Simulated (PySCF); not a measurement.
## Deuteron quadrupole couplings in `Sc1ccccc1`

Compound: C₆H₆S.
Z-matrix (Å and degrees, PBE0-D3(BJ)/def2-SVP geometry), rows numbered from 1:
```
S 
C   1  1.7660
C   2  1.4013  1  117.71
C   3  1.3916  2  120.17  1   179.91
C   4  1.3945  3  120.57  2     0.05
C   5  1.3934  4  119.27  3    -0.04
C   6  1.3929  5  120.62  4     0.01
H   1  1.3487  2   96.70  3   179.32
H   3  1.0929  2  119.82  1    -0.09
H   4  1.0927  3  119.32  2  -179.98
H   5  1.0920  4  120.38  3   179.98
H   6  1.0928  5  120.14  4  -179.98
H   7  1.0929  2  120.12  1     0.04
```

Level: PBE0/pcSseg-1 (PySCF, non-relativistic); Q(2H) = 0.00286 b; rigid geometry, the same for H and D, with no vibrational averaging.

Tabulate Vzz, the asymmetry η and χzz = 234.96 MHz × Q × Vzz for every hydrogen position.

```json
{"atom": "H8", "bonded to": "S1", "bond length (Å)": "1.349", "Vzz (au)": "0.2225", "η": "0.20", "χzz (kHz)": "150"}
{"atom": "H9", "bonded to": "C3", "bond length (Å)": "1.093", "Vzz (au)": "0.3012", "η": "0.09", "χzz (kHz)": "202"}
{"atom": "H10", "bonded to": "C4", "bond length (Å)": "1.093", "Vzz (au)": "0.3035", "η": "0.06", "χzz (kHz)": "204"}
{"atom": "H11", "bonded to": "C5", "bond length (Å)": "1.092", "Vzz (au)": "0.3058", "η": "0.07", "χzz (kHz)": "206"}
{"atom": "H12", "bonded to": "C6", "bond length (Å)": "1.093", "Vzz (au)": "0.3035", "η": "0.07", "χzz (kHz)": "204"}
{"atom": "H13", "bonded to": "C7", "bond length (Å)": "1.093", "Vzz (au)": "0.3036", "η": "0.10", "χzz (kHz)": "204"}
```

Average by the element that carries the hydrogen.

on S: 150 kHz over 1 position, mean bond length 1.349 Å; on C: 204 kHz over 5 positions, mean bond length 1.093 Å.

Give the 2H NMR doublet splittings at H8 for a magnetic field along the z, y and x axes of the gradient: 3χ/2, 3χ(1 + η)/4, 3χ(1 − η)/4.

With |χ| = 149.5 kHz and η = 0.197: 224, 134 and 90 kHz, to first order and without motion.

One conformer (not necessarily the lowest) at the PBE0-D3(BJ)/def2-SVP geometry, without solvent, vibrations or thermal averaging. These gradients aren't converged with respect to the basis.
